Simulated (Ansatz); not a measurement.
Mulliken charges of H4N2O2W, SMILES `[NH]=[W](=[NH])([OH])[OH]` from B3LYP/def2-TZVPP in Ansatz (PBE0-D4/def2-TZVP geometry).

```
atom   x (Å)   y (Å)   z (Å)  charge (e)
  N1  -0.483   0.361  -1.577      -0.446
  W2  -0.079  -0.016   0.083       1.008
  N3   1.646  -0.122   0.354      -0.446
  O4  -0.829  -1.709   0.525      -0.430
  O5  -0.784   1.377   1.171      -0.429
  H6  -0.309   0.585  -2.543       0.167
  H7   2.623  -0.109   0.110       0.167
  H8  -1.518  -2.086  -0.026       0.204
  H9  -0.269   1.718   1.905       0.204
```

Task: By hand: the dipole of these point charges (1 e Å = 4.8032 D).

Result: Σ q r = (0.116, 0.026, -0.122) e Å, of length 0.170 e Å = 0.82 D.

Task: How does the dipole of the full density compare? (Best estimate.)

Result: The calculation gave: (0.124, 0.025, -0.130) e Å, 0.87 D; the point charges give 0.94 times that, at 1° from its direction.

Point charges leave out the atoms' own dipoles, such as those of lone pairs, and Mulliken's split depends on the basis, so the close match here is no proof of good charges.

B3LYP here is the variant with VWN-RPA as its local correlation; programs differ in this.
